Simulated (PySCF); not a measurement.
**Core-level binding energies of cis-Ti(PH3)2F4**

Compound: cis-Ti(PH3)2F4 (singlet state).
Z-matrix (Å and degrees, PBE0-D3(BJ)/def2-SVP geometry), rows numbered from 1:
```
Ti
P   1  2.9808
H   2  1.4228  1  117.32
H   2  1.4209  1  115.35  3  -111.99
H   2  1.4219  1  128.80  3   124.83
F   1  1.7349  2  173.68  3    15.51
P   1  2.9480  2   91.31  3   -17.83
H   7  1.4212  1  125.37  2   113.19
H   7  1.4226  1  117.58  2    -8.26
H   7  1.4207  1  118.44  2  -123.14
F   1  1.7345  2   83.11  3   163.94
F   1  1.7647  2   77.63  3   -90.66
F   1  1.7686  2   71.49  3    57.41
```

Theory: PySCF 2.14.0, delta-SCF UKS SCAN, pcX-2 on the ionised atom (unc-x2c-TZVPall on a metal), pcseg-1 elsewhere, spin-free X2C. Binding energies are ΔSCF values: E(core-ionised, relaxed orbitals) − E(ground state) at a fixed geometry, referred to the vacuum level.

**Question.** What binding energy does each computed site have?

**Answer.** 
| atom(s) | bonded to | level | binding energy (eV) | 2p1/2 (eV) | above the level's lowest (eV) | count |
| --- | --- | --- | --- | --- | --- | --- |
| Ti1 | 4 F and 2 P | Ti 2p3/2 | 465.01 | 470.73 | 0.00 | 1 |
| P2 | 3 H and Ti | P 2p3/2 | 137.52 | 138.41 | 0.00 | 1 |
| P2 | 3 H and Ti | P 1s | 2151.09 | – | 0.00 | 1 |
| F6/F11 | Ti | F 1s | 691.29 | – | +0.39 | 2 |
| F12/F13 | Ti | F 1s | 690.90 | – | 0.00 | 2 |

Lowest listed F 1s: F12/F13, bonded to Ti. Highest, 0.39 eV above it: F6/F11, bonded to Ti.

**Question.** Which photon energy gives electrons from Ti 2p3/2 of Ti1 a kinetic energy of 200 eV, and what is their de Broglie wavelength?

**Answer.** hν = 465.01 + 200 = 665.01 eV, recoil neglected; λ = 12.264 Å/√(E/eV) = 0.87 Å.

Topologically equivalent atoms share the value of their first member; where this conformer doesn't relate them by symmetry, their own values could differ. The list is incomplete; no value stands for P 1s of P7 or P 2p of P7. Spin–orbit and ligand-field terms were added within each 2p shell after the spin-free SCF. 2p1/2 minus 2p3/2 (ligand field included): Ti 5.72 eV, P 0.89 eV. Satellites of the metal's 2p lines aren't described. Geometry: PBE0-D3(BJ)/def2-SVP; no solvent, vibrations or thermal averaging. Metal 2p energies of this one-determinant scheme are less reliable than its 1s energies.
